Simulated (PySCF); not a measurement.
C₂H₆GeN₂, SMILES [NH2][Ge@H]1[CH]=N[CH2]1. The structure is a stationary point at TPSSh-D3(BJ)/def2-SVP. The structure was generated by enumeration; whether it is a known compound was not checked. Other conformers were not sampled.

The numbers are results of TPSSh-D3(BJ)/def2-SVP run with PySCF, not measurements.

Harmonic wavenumbers (cm⁻¹): 103, 169, 246, 336, 426, 450, 547, 622, 636, 699, 751, 799, 900, 909, 950, 1138, 1160, 1260, 1435, 1552, 1623, 2111, 3051, 3108, 3115, 3516, 3617. Rotational constants (GHz): 7.861, 2.573, 2.361; symmetry number 1.

Problem. Work out the zero-point energy and the ideal-gas rigid-rotor harmonic-oscillator thermochemistry at 298.15 K and 1 atm.

Solution. ZPE = ½ Σ hcν = ½ × 35229 cm⁻¹ = 50.36 kcal/mol. H − E(el) = 55.08 kcal/mol. Entropy in cal/(mol K): translation 40.52, rotation 26.31, vibration 13.17, total 80.00. G − E(el) = 31.23 kcal/mol. Cp = 25.51 cal/(mol K). Modes under 150 cm⁻¹ make the vibrational entropy uncertain.
